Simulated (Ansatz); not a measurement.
BrCdH (SMILES [Br][CdH]) moved off its minimum; all values from Ansatz (a program for electronic structure), cores frozen in correlated methods. Elements past Kr take the def2 small-core potentials, without spin–orbit coupling.
(charge 0, multiplicity 1)
```xyz
3

Cd     0.0083     0.0603    -1.0142
H     -0.1028    -0.0707    -2.7717
Br    -0.0699     0.1496     1.3962
```

Forces at PBE/def2-TZVPP (eV/Å):

```csv
atom,Fx,Fy,Fz
Cd1,-0.208,-0.145,-1.272
H2,0.153,0.113,1.065
Br3,0.056,0.032,0.207
```

Task: Give the forces (eV/Å), the total energy and the dipole at CCSD(T)/def2-TZVPPD.

Result: 
```
atom      Fx      Fy      Fz
----  ------  ------  ------
Cd1   -0.202  -0.144  -1.310
H2     0.150   0.116   1.140
Br3    0.052   0.029   0.170
```
Energy -2740.5321 hartree, dipole 2.02 D.
